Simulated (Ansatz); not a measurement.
Basis-set extrapolation for CH$_{4}$AlFSSi (PBE0-D4/def2-TZVP geometry, frozen core, Ansatz 0.2.0). Multiplicity 1, RHF reference.

```tsv
	def2-TZVPP	def2-QZVPP
HF	-1068.025574	-1068.058676
MP2 correlation	-0.791154	-0.857119
CCSD(T) correlation	-0.873295	not run
```

Energies in hartree. Use E(X) = E(∞) + A·exp(−7.88·√X) for Hartree–Fock and E(X) = E(∞) + B·X^(−2.97) for correlation, with X = 3 and 4, and add CCSD(T) minus MP2 of the smaller set to the MP2 limit.

Task: What is the CCSD(T) energy at the basis-set limit?

Result: HF limit: -1068.058676 + (-0.033102) × 0.13774 = -1068.06324. MP2 limit: -0.857119 + (-0.065965) × 0.74074 = -0.90598. Higher-order term: -0.873295 − (-0.791154) = -0.08214. Total: -1069.05136 hartree, 95.7 kcal/mol below CCSD(T)/def2-TZVPP.
